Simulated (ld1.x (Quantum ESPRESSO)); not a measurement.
**Al (Z = 13): variants of one RRKJ potential**

Base potential:

```
Element                 : Al (Z = 13)
Generator               : ld1.x (Quantum ESPRESSO) 7.5
Type                    : norm-conserving RRKJ (Kleinman–Bylander form)
Functional              : PBE
Relativity              : scalar-relativistic
Frozen core             : [He]
Valence charge          : 11
Reference configuration : 2s2 2p6 3s2 3p1
Partial waves           : 2s (bound): rc 0.80 bohr; 2p (bound): rc 0.45 bohr
Local potential         : all-electron potential smoothed inside 0.45 bohr (lloc = -1)
Core correction         : none
```

Occupied shells without a wave of their own: 3p, 3s. They enter only through the test configuration that unscreens the potential.

Cutoffs, loose and tight: the cutoffs (Ry, on a coarse ladder) from which the occupation-weighted sum of valence levels, in a spherical-Bessel basis at the reference potential, stays within 10 and 1 mRy of its value at 400 Ry. They do not see the model core or the augmentation charge, which bear on the density cutoff. Test errors are all-electron minus pseudo excitation energies from the reference, over the configurations 2s2 2p6 3s2 3p0; 2s2 2p6 3s1 3p0; 2s2 2p6 3s0 3p0; 2s2 2p6 3s2 3p1.3; 2s1 2p6 3s2 3p1; 2s2 2p6 3s0 3p3; 2s2 2p5 3s2 3p1. A dash means not determined; rows that change the core or the reference have their own tests.

Cutoffs are not given where the Bessel-basis levels miss the radial ones by over 6 mRy, ghosts where they miss by over 20 mRy; a channel whose overlap is not positive is not tested.

```csv
change,outcome,bound ghosts,largest test error (meV)
base,generated,none,-202
wave 2s (bound): rc 0.80 bohr becomes 2s (bound): rc 0.66 bohr,generated,none,-74
wave 2s (bound): rc 0.80 bohr becomes 2s (bound): rc 0.84 bohr,generated,none,-256
wave 2s (bound): rc 0.80 bohr becomes 2s (bound): rc 1.00 bohr,generated,none,-504
wave 2s (bound): rc 0.80 bohr becomes 2s (bound): rc 1.10 bohr,"generated, misses its reference levels by 0.15 eV",none,-607
wave 2s (bound): rc 0.80 bohr becomes 2s (bound): rc 1.18 bohr,"generated, misses its reference levels by 0.17 eV",none,-658
```

Task: What comes out with this change to the base: wave 2s (bound): rc 0.80 bohr becomes 2s (bound): rc 0.56 bohr?

Result: outcome: generated; bound ghosts: none; largest test error (meV): -42.

Task: What comes out with this change to the base: wave 2s (bound): rc 0.80 bohr becomes 2s (bound): rc 0.76 bohr?

Result: outcome: generated; bound ghosts: none; largest test error (meV): -157.

Reading the sweep of the s radius (base included, trends over the rows without a ghost): The median size of the test errors (rows with all tests solved) rises from 14.0 meV at 0.56 to 169.6 meV at 1.18 bohr. More of the atom is replaced by a form fitted at one configuration, so other configurations suffer as the radius grows.
